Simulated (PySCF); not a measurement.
CHF₂, charge +1, multiplicity 1. Atoms are numbered in the order given.

```xyz
4

F      0.0000    -1.0526     0.2208
C      0.0000     0.0000    -0.4108
F      0.0000     1.0526     0.2208
H      0.0000     0.0000    -1.5091
```
Charge +1, spin multiplicity 1.

Coordinates come from a PBE0-D3(BJ)/def2-TZVP optimisation. The spin state was assumed, not searched. The isomer is the one that the SMILES or the coordinates give; other isomers of the formula were not compared.

Computed with SMD-PBE0/6-31G* (PySCF).

Solvation free energies are E(SMD) − E(gas) at the gas-phase geometry, for 1 M in both phases.

```csv
solvent,ΔG(solv) (kcal/mol),its non-electrostatic (CDS) part
water,-76.7,4.2
acetone,(withheld),(withheld)
toluene,-44.6,1.9
```

Q: What belongs in the gaps? (The exact figures need the calculation; the answer reports its results.)

A: 
- acetone, ΔG(solv) (kcal/mol): -75.6
- acetone, its non-electrostatic (CDS) part: 2.1
